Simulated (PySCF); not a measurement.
1,2-dihydrosiline (C5H8Si), SMILES C1=CC=C[SiH2]C1.

The structure is a stationary point at B3LYP-D3(BJ)/def2-SVP. Other conformers were not sampled.

Computed with PySCF with TDA-ωB97X/def2-SVPD.

Vertical excitations. Gas-phase values at a fixed geometry.

Computed excitation energies, oscillator strengths and character:
| state | energy (eV) | λ (nm) | f | main pairs |
|---|---|---|---|---|
| S1 | 5.01 | 248 | 0.174 | HOMO→LUMO 93 % |
| S2 | 5.99 | 207 | 0.019 | HOMO−1→LUMO 88 % |
| S3 | 6.57 | 189 | 0.003 | HOMO→LUMO+1 85 % |
| S4 | 6.90 | 180 | 0.020 | HOMO−3→LUMO 57 %, HOMO−2→LUMO 26 % |
| S5 | 7.29 | 170 | 0.006 | HOMO→LUMO+2 73 % |
| S6 | 7.39 | 168 | 0.014 | HOMO→LUMO+4 34 %, HOMO−2→LUMO 21 %, HOMO→LUMO+2 14 %, HOMO−3→LUMO 9 % |
| S7 | 7.69 | 161 | 0.044 | HOMO→LUMO+4 28 %, HOMO→LUMO+5 25 %, HOMO→LUMO+6 13 %, HOMO−2→LUMO 7 % |
| S8 | 7.78 | 159 | 0.046 | HOMO→LUMO+5 47 %, HOMO→LUMO+4 16 %, HOMO−5→LUMO 12 % |
| S9 | 7.85 | 158 | 0.010 | HOMO−5→LUMO 53 %, HOMO−4→LUMO 11 % |
| S10 | 8.01 | 155 | 0.145 | HOMO→LUMO+3 50 %, HOMO−2→LUMO 11 % |
| T1 | 2.85 | 435 | 0 | HOMO→LUMO 92 % |
| T2 | 4.85 | 255 | 0 | HOMO−2→LUMO 30 %, HOMO−3→LUMO 19 %, HOMO→LUMO+6 11 %, HOMO→LUMO+8 9 % |
| T3 | 5.56 | 223 | 0 | HOMO−1→LUMO 83 % |
| T4 | 6.55 | 189 | 0 | HOMO−3→LUMO 49 %, HOMO−2→LUMO 19 %, HOMO→LUMO+1 10 % |
Triplets are in the Tamm–Dancoff approximation.
